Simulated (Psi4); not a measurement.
H$_{4}$O$_{4}$Ti, singlet, geometry from GFN2-xTB (such geometries of metal compounds can be far from the true shape); B3LYP/3-21G in Psi4.

Here is a job for Psi4.
```
memory 2 GB

molecule {
0 1
Ti    0.00000000    0.00000000   -0.00000000
O     1.24544225   -0.58253470   -1.05566096
H     2.18594291   -0.38412089   -1.04907072
O     0.70126705    0.27495552    1.56125498
H     0.42784937    0.88996160    2.24752262
O    -0.68322854    1.49335881   -0.55495166
H    -1.41360157    1.63536595   -1.16350913
O    -1.26348075   -1.18577963    0.04935764
H    -1.20019071   -2.14120665   -0.03494277
}

set {
  basis 3-21g
  puream false
}

energy('b3lyp')
print_variables()
```

The log (banner, timings and long lists left out):

```
   => Loading Basis Set <=

    Name: 3-21G
    Role: ORBITAL
    Keyword: BASIS

         ---------------------------------------------------------
                                   SCF
               by Justin Turney, Rob Parrish, Andy Simmonett
                          and Daniel G. A. Smith
                              RKS Reference
         ---------------------------------------------------------

  ==> Geometry <==

    Molecular point group: c1
    Full point group: C1

    Geometry (in Angstrom), charge = 0, multiplicity = 1:

       Center              X                  Y                   Z               Mass
    ------------   -----------------  -----------------  -----------------  -----------------
         TI          -0.000000001379    -0.000000000087    -0.000000000000    47.947941980000
         O            1.245442248621    -0.582534700087    -1.055660960000    15.994914619570
         H            2.185942908621    -0.384120890087    -1.049070720000     1.007825032230
         O            0.701267048621     0.274955519913     1.561254980000    15.994914619570
         H            0.427849368621     0.889961599913     2.247522620000     1.007825032230
         O           -0.683228541379     1.493358809913    -0.554951660000    15.994914619570
         H           -1.413601571379     1.635365949913    -1.163509130000     1.007825032230
         O           -1.263480751379    -1.185779630087     0.049357640000    15.994914619570
         H           -1.200190711379    -2.141206650087    -0.034942770000     1.007825032230

  Running in c1 symmetry.

  Rotational constants: A =      0.11893  B =      0.11893  C =      0.11267 [cm^-1]
  Rotational constants: A =   3565.58069  B =   3565.58069  C =   3377.82995 [MHz]
  Nuclear repulsion =  339.052642644486241

  Charge       = 0
  Multiplicity = 1
  Electrons    = 58
  Nalpha       = 29
  Nbeta        = 29

  ==> Algorithm <==

  SCF Algorithm Type is DF.
  DIIS enabled.
  MOM disabled.
  Fractional occupation disabled.
  Guess Type is SAD.
  Energy threshold   = 1.00e-06
  Density threshold  = 1.00e-06
  Integral threshold = 1.00e-12

  ==> Primary Basis <==

  Basis Set: 3-21G
    Blend: 3-21G
    Number of shells: 39
    Number of basis functions: 73
    Number of Cartesian functions: 73
    Spherical Harmonics?: false
    Max angular momentum: 2

  ==> DFT Potential <==

   => LibXC <=

    Version 7.1.2
    S. Lehtola, C. Steigemann, M. J. T. Oliveira, and M. A. L. Marques,  SoftwareX 7, 1–5 (2018) (10.1016/j.softx.2017.11.002)

   => Composite Functional: B3LYP <=

    B3LYP Hyb-GGA Exchange-Correlation Functional

    P. J. Stephens, F. J. Devlin, C. F. Chabalowski, and M. J. Frisch,  J. Phys. Chem. 98, 11623 (1994) (10.1021/j100096a001)

    Deriv               =              1
    GGA                 =           TRUE
    Meta                =          FALSE

    Exchange Hybrid     =           TRUE
    MP2 Hybrid          =          FALSE

   => Exchange Functionals <=

    0.0800   Slater exchange
    0.7200         Becke 88

   => Exact (HF) Exchange <=

    0.2000               HF

   => Correlation Functionals <=

    0.1900   Vosko, Wilk & Nusair (VWN5_RPA)
    0.8100   Lee, Yang & Parr

   => LibXC Density Thresholds  <==

    XC_HYB_GGA_XC_B3LYP:  1.00E-15

   => Molecular Quadrature <=

    Radial Scheme          =       TREUTLER
    Pruning Scheme         =           NONE
    Nuclear Scheme         =       TREUTLER

    Blocking Scheme        =         OCTREE
    BS radius alpha        =              1
    Pruning alpha          =              1
    Radial Points          =             75
    Spherical Points       =            302
    Total Points           =         196016
    Total Blocks           =           1531
    Max Points             =            256
    Max Functions          =             70
    Weights Tolerance      =       1.00E-15

   => Loading Basis Set <=

    Name: (3-21G AUX)
    Role: JKFIT
    Keyword: DF_BASIS_SCF

  ==> Integral Setup <==

  SCF_SUBTYPE=INCORE selected. In-core MEM_DF algorithm will be used.
  Using in-core AOs.

  ==> MemDFJK: Density-Fitted J/K Matrices <==

    J tasked:                   Yes
    K tasked:                   Yes
    wK tasked:                   No
    Algorithm:                 Core
    Schwarz Cutoff:           1E-12
    Mask sparsity (%):       3.0775
    Fitting Condition:        1E-10

   => Auxiliary Basis Set <=

  Basis Set: (3-21G AUX)
    Blend: DEF2-UNIVERSAL-JKFIT
    Number of shells: 182
    Number of basis functions: 829
    Number of Cartesian functions: 829
    Spherical Harmonics?: false
    Max angular momentum: 6

  Minimum eigenvalue in the overlap matrix is 3.3973673081E-03.
  Reciprocal condition number of the overlap matrix is 7.2409451849E-04.
    Using symmetric orthogonalization.

  ==> Pre-Iterations <==

  SCF Guess: Superposition of Atomic Densities via on-the-fly atomic UHF (no occupation information).

   -------------------------
    Irrep   Nso     Nmo
   -------------------------
     A         73      73
   -------------------------
    Total      73      73
   -------------------------

  ==> Iterations <==

                           Total Energy        Delta E     RMS |[F,P]|

   @DF-RKS iter SAD: -1145.69365474893925   -1.14569e+03   0.00000e+00
   @DF-RKS iter   1: -1146.48413498432114   -7.90480e-01   2.02198e-02 ADIIS/DIIS
   @DF-RKS iter   2: -1136.35993649451734    1.01242e+01   7.53257e-02 ADIIS/DIIS
   @DF-RKS iter   3: -1146.74329383970326   -1.03834e+01   1.66788e-02 ADIIS/DIIS
   @DF-RKS iter   4: -1147.22561426907441   -4.82320e-01   3.41388e-03 ADIIS/DIIS
   @DF-RKS iter   5: -1147.24977470261956   -2.41604e-02   9.83813e-04 ADIIS/DIIS
   @DF-RKS iter   6: -1147.25134908539462   -1.57438e-03   3.91650e-04 ADIIS/DIIS
   @DF-RKS iter   7: -1147.25175524597125   -4.06161e-04   4.69604e-05 DIIS
   @DF-RKS iter   8: -1147.25176089509227   -5.64912e-06   2.66606e-06 DIIS
   @DF-RKS iter   9: -1147.25176091323374   -1.81415e-08   5.38751e-07 DIIS
  Energy and wave function converged.

  ==> Post-Iterations <==

   Electrons on quadrature grid:
      Ntotal   =   58.0000665428 ; deviation = 6.654e-05

    Orbital Energies [Eh]
    ---------------------

    Doubly Occupied:

       1A   -177.707363     2A    -19.858826     3A    -19.014205
       4A    -19.013723     5A    -19.013721     6A    -19.013622
       7A    -16.529334     8A    -16.529334     9A    -16.527867
      10A     -2.393716    11A     -1.500459    12A     -1.500459
      13A     -1.495207    14A     -0.957123    15A     -0.943714
      16A     -0.942739    17A     -0.942738    18A     -0.475504
      19A     -0.465293    20A     -0.465292    21A     -0.464085
      22A     -0.342885    23A     -0.333396    24A     -0.321894
      25A     -0.321893    26A     -0.303870    27A     -0.287329
      28A     -0.274462    29A     -0.274461

    Virtual:

      30A     -0.007609    31A     -0.005539    32A      0.014668
      33A      0.014669    34A      0.023866    35A      0.024714
      36A      0.057661    37A      0.057661    38A      0.075236
      39A      0.188205    40A      0.188206    41A      0.188611
      42A      0.190214    43A      0.239159    44A      0.273212
      45A      0.275084    46A      0.275085    47A      0.836370
      48A      0.954583    49A      1.013807    50A      1.013809
      51A      1.050410    52A      1.313239    53A      1.336795
      54A      1.446016    55A      1.446016    56A      1.478894
      57A      1.505749    58A      1.505749    59A      1.521759
      60A      1.607763    61A      1.663422    62A      1.663423
      63A      1.702413    64A      1.775704    65A      1.826125
      66A      1.858524    67A      1.858525    68A      1.977079
      69A      2.775596    70A      2.799264    71A      2.799265
      72A      3.040132    73A     15.300215

    Final Occupation by Irrep:
              A
    DOCC [    29 ]
    NA   [    29 ]
    NB   [    29 ]

  @DF-RKS Final Energy: -1147.25176091323374

   => Energetics <=

    Nuclear Repulsion Energy =            339.0526426444862409
    One-Electron Energy =               -2251.3919763897461053
    Two-Electron Energy =                 827.9724083552289358
    DFT Exchange-Correlation Energy =     -62.8848355232027174
    Empirical Dispersion Energy =           0.0000000000000000
    VV10 Nonlocal Energy =                  0.0000000000000000
    Total Energy =                      -1147.2517609132337384

Computation Completed

Properties will be evaluated at   0.000000,   0.000000,   0.000000 [a0]

Properties computed using the SCF density matrix

 Multipole Moments:

 ------------------------------------------------------------------------------------
     Multipole            Electronic (a.u.)      Nuclear  (a.u.)        Total (a.u.)
 ------------------------------------------------------------------------------------

 L = 1.  Multiply by 2.5417464519 to convert [e a0] to [Debye]
 Dipole X            :         -0.0000211           -0.0000000           -0.0000211
 Dipole Y            :         -0.0000039            0.0000000           -0.0000039
 Dipole Z            :         -0.0000182           -0.0000000           -0.0000182
 Magnitude           :                                                    0.0000281

 ------------------------------------------------------------------------------------

  Variable Map:
  ----------------------------------------------------------------------------
  "CURRENT ENERGY"              =>   -1147.251760913234
  "CURRENT REFERENCE ENERGY"    =>   -1147.251760913234
  "DD SOLVATION ENERGY"         =>       0.000000000000
  "DFT FUNCTIONAL TOTAL ENERGY" =>   -1147.251760913234
  "DFT TOTAL ENERGY"            =>   -1147.251760913234
  "DFT VV10 ENERGY"             =>       0.000000000000
  "DFT XC ENERGY"               =>     -62.884835523203
  "GRID ELECTRONS ALPHA"        =>      29.000033271423
  "GRID ELECTRONS BETA"         =>      29.000033271423
  "GRID ELECTRONS TOTAL"        =>      58.000066542845
  "NUCLEAR REPULSION ENERGY"    =>     339.052642644486
  "ONE-ELECTRON ENERGY"         =>   -2251.391976389746
  "PCM POLARIZATION ENERGY"     =>       0.000000000000
  "PE ENERGY"                   =>       0.000000000000
  "SCF ITERATION ENERGY"        =>   -1147.251760913234
  "SCF ITERATIONS"              =>       9.000000000000
  "SCF TOTAL ENERGY"            =>   -1147.251760913234
  "TWO-ELECTRON ENERGY"         =>     827.972408355229
  "XC GRID RADIAL POINTS"       =>      75.000000000000
  "XC GRID SPHERICAL POINTS"    =>     302.000000000000
  "XC GRID TOTAL POINTS"        =>  196016.000000000000

  Array Variable Map:
  ----------------------------------------------------------------------------
  "CURRENT DIPOLE"              =>      -0.000021095861 ... -0.000018163718 1 by 3
  "SCF DIPOLE"                  =>      -0.000021095861 ... -0.000018163718 1 by 3
  "SCF TOTAL ENERGIES"          =>   -1145.693654748939 ... -1147.251760913234 1 by 10
```
